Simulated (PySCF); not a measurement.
[PySCF: PBE0/pcSseg-1 with gauge-including orbitals; GFN2-xTB geometry; non-relativistic Hamiltonian; one conformer; fast rotation and ring inversion assumed for equivalent nuclei; gas phase]

Chemical shifts δ = σref − σ; ¹H (σ = 31.72 ppm), ¹³C (σ = 186.93 ppm) vs TMS, all at this level. Shifts are as computed. Against solution values, carbons near 30 ppm lie about +3 ppm off and those near 130 ppm about +5 ppm; carbons on Cl a further +6 ppm. Of 1211 compounds with measured shifts, 218 miss one by over three times the rms of a fit or turn the order of signals round; such compounds aren't used in these exercises. Carbons bonded to Cl come out too deshielded. OH and NH positions are gas-phase values without hydrogen bonding to other molecules.

Problem. Order these molecules by the shift of their most deshielded carbon-bound hydrogen, lowest δ first.
A. CNc1ccncc1
B. Clc1ccncp1
C. N#CC1(F)CC1
D. C=NC(=C)O[SiH2]NC

Solution. C (1.55 ppm, hydrogen on a three-membered-ring carbon), D (7.78 ppm, hydrogen on a C=N carbon), A (8.58 ppm, hydrogen on an aromatic CH next to a ring nitrogen), B (10.55 ppm, hydrogen on an aromatic CH next to a ring nitrogen).

Problem. Order these molecules by the shift of their most shielded carbon, lowest δ first.
A. CCc1ncccn1
B. CNc1ccncc1
C. Clc1ccncp1

Solution. A (18.7 ppm, methyl carbon), B (30.8 ppm, methyl carbon bonded to N), C (130.5 ppm, aromatic CH).

Problem. How many ¹³C and ¹H signals does each give (equivalence by symmetry and fast rotation, but not about amide C–N or C=N bonds)? `CCc1ncccn1`, `N#CC1(F)CC1`, `CNc1ccncc1`, `Clc1ccncp1`, `C=NC(=C)O[SiH2]NC`

Solution. CCc1ncccn1: 5 C, 4 H; N#CC1(F)CC1: 3 C, 2 H; CNc1ccncc1: 4 C, 4 H; Clc1ccncp1: 4 C, 3 H; C=NC(=C)O[SiH2]NC: 4 C, 7 H.
